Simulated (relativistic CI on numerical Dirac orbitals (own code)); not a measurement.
## Line list: Electric-dipole lines, F⁺

Method of calculation: Dirac-Coulomb-Breit CI, separate exchange-only KLI orbitals for each configuration, model QED, valence Slater integrals scaled by 0.85, P86 correlation estimate, and configurations built on the next ion tied to the tabulated ionisation energy (semi-empirical) (own radial code, finite nucleus).

Configuration list (outside the closed core 1s2): 2s²2p⁴, 2s2p⁵, 2s²2p³3s, 2s²2p³3p, 2s²2p³3d, 2s²2p³4s, 2p⁶, 2s²2p³4p, 2s²2p³4d, 2s²2p³4f, 2s²2p²3s², 2s²2p²3s3p, 2s²2p²3p², 2s²2p²3s3d. Levels of other configurations are missing.

| λ vac (nm) | Lower | Upper | A (s⁻¹) | log gf | S velocity/length |
| --- | --- | --- | --- | --- | --- |
| 42.884 | 2s²2p⁴ ³P2 [1] | 2s²2p³3s ¹P°1 [32] | 2.89e+05 | -4.62 | 0.66 |
| 43.187 | 2s²2p⁴ ³P2 [1] | 2s²2p³3s ³P°2 [28] | 6.75e+08 | -1.03 | 1.21 |
| 43.188 | 2s²2p⁴ ³P2 [1] | 2s²2p³3s ³P°1 [27] | 3.71e+08 | -1.51 | 1.21 |
| 43.250 | 2s²2p⁴ ³P1 [2] | 2s²2p³3s ³P°2 [28] | 2.39e+08 | -1.47 | 1.20 |
| 43.251 | 2s²2p⁴ ³P1 [2] | 2s²2p³3s ³P°1 [27] | 2.25e+08 | -1.72 | 1.20 |
| 43.251 | 2s²2p⁴ ³P1 [2] | 2s²2p³3s ³P°0 [26] | 9.10e+08 | -1.59 | 1.20 |
| 43.278 | 2s²2p⁴ ³P0 [3] | 2s²2p³3s ³P°1 [27] | 3.15e+08 | -1.58 | 1.20 |
| 46.886 | 2s²2p⁴ ³P2 [1] | 2s²2p³3s ¹D°2 [20] | 1.14e+06 | -3.73 | 0.87 |
| 47.172 | 2s²2p⁴ ¹D2 [4] | 2s²2p³3s ³P°2 [28] | 1.17e+06 | -3.71 | 0.92 |
| 47.173 | 2s²2p⁴ ¹D2 [4] | 2s²2p³3s ³P°1 [27] | 2.71e+05 | -4.57 | 0.88 |
| 47.511 | 2s²2p⁴ ³P2 [1] | 2s²2p³3s ³D°1 [19] | 3.34e+07 | -2.47 | 0.94 |
| 47.514 | 2s²2p⁴ ³P2 [1] | 2s²2p³3s ³D°2 [18] | 2.95e+08 | -1.30 | 0.93 |
| 47.519 | 2s²2p⁴ ³P2 [1] | 2s²2p³3s ³D°3 [17] | 1.13e+09 | -0.57 | 0.93 |
| 47.587 | 2s²2p⁴ ³P1 [2] | 2s²2p³3s ³D°1 [19] | 4.78e+08 | -1.31 | 0.93 |
| 47.590 | 2s²2p⁴ ³P1 [2] | 2s²2p³3s ³D°2 [18] | 8.37e+08 | -0.85 | 0.93 |
| 47.620 | 2s²2p⁴ ³P0 [3] | 2s²2p³3s ³D°1 [19] | 6.19e+08 | -1.20 | 0.93 |
| 51.620 | 2s²2p⁴ ¹D2 [4] | 2s²2p³3s ¹D°2 [20] | 3.25e+09 | -0.19 | 0.80 |
| 52.379 | 2s²2p⁴ ¹D2 [4] | 2s²2p³3s ³D°1 [19] | 5.08e+05 | -4.20 | 0.83 |
| 52.383 | 2s²2p⁴ ¹D2 [4] | 2s²2p³3s ³D°2 [18] | 2.56e+05 | -4.28 | 0.88 |
| 52.389 | 2s²2p⁴ ¹D2 [4] | 2s²2p³3s ³D°3 [17] | 1.23e+05 | -4.45 | 1.04 |
| 54.626 | 2s²2p⁴ ³P2 [1] | 2s²2p³3s ³S°1 [10] | 2.28e+09 | -0.51 | 0.75 |
| 54.726 | 2s²2p⁴ ³P1 [2] | 2s²2p³3s ³S°1 [10] | 1.38e+09 | -0.73 | 0.75 |
| 54.770 | 2s²2p⁴ ³P0 [3] | 2s²2p³3s ³S°1 [10] | 4.61e+08 | -1.21 | 0.75 |
| 56.369 | 2s²2p⁴ ³P2 [1] | 2s²2p³3s ⁵S°2 [7] | 4.92e+08 | -0.93 | 0.73 |
| 56.476 | 2s²2p⁴ ³P1 [2] | 2s²2p³3s ⁵S°2 [7] | 1.63e+08 | -1.41 | 0.72 |
| 388.86 | 2s²2p³3s ⁵S°2 [7] | 2s²2p³3p ⁵P3 [13] | 1.24e+08 | 0.29 | 0.88 |
| 389.16 | 2s²2p³3s ⁵S°2 [7] | 2s²2p³3p ⁵P2 [12] | 1.24e+08 | 0.15 | 0.88 |
| 389.33 | 2s²2p³3s ⁵S°2 [7] | 2s²2p³3p ⁵P1 [11] | 1.23e+08 | -0.08 | 0.88 |
| 404.53 | 2s²2p³3s ³S°1 [10] | 2s²2p³3p ³P2 [16] | 1.29e+08 | 0.20 | 0.85 |
| 404.63 | 2s²2p³3s ³S°1 [10] | 2s²2p³3p ³P1 [14] | 1.29e+08 | -0.02 | 0.85 |

Terms are leading LS components. Brackets give the number of a level in order of energy, since labels repeat. The list gives strong lines, with weight on those to low levels, without configurations that were not tied to measured data, among the lowest 113 of 356 levels, so that lines to higher ones, which can be the strongest, are missing, and without lines across small gaps between configurations, and without 189 lines that miss the measured interval by over 3.5 %, start from a term whose rates miss tabulated ones by over 60 %, have gauges far apart or, lacking measured levels, span too small a gap for the errors found; lines with a level outside our table were not tested and can miss by more. Levels whose partners in the same complex of configurations lie outside the list can be far off, and so can their lines. Rates are taken at the computed energies, electric ones in the length gauge. A velocity-to-length ratio far from 1 marks an uncertain rate.

Configurations that consist of the next ion and one excited electron were tied to the tabulated ionisation energy; Rydberg ones are usually within 1,000 to 3,000 cm⁻¹ and the lowest ones within about 6,000 (9,000 in d shells), while levels on excited terms of the next ion carry the error of that term, and the other configurations can be misplaced by 10,000 cm⁻¹ or more. Rates follow the energies as ν³ (E1, M1) or ν⁵ (E2), so rates, branching and lifetimes can be off by large factors. The fine structure of a lone outer electron comes out too small, for d and f at times inverted, and misplaced configurations move strength between like terms. 23 of the 23 excited levels that our extract of the measured tables holds in this range could be paired (the sources list more); they are missed by 2908 cm⁻¹ on average and 12553 at most, and levels without a partner can miss by more.

Q: From the table, what is the radiative lifetime of 2s²2p³3s ³P°1?

A: The listed rates from this level add up to about 9.12e+08 s⁻¹, 100 % of its decay; with all channels τ = 1.10e-09 s.
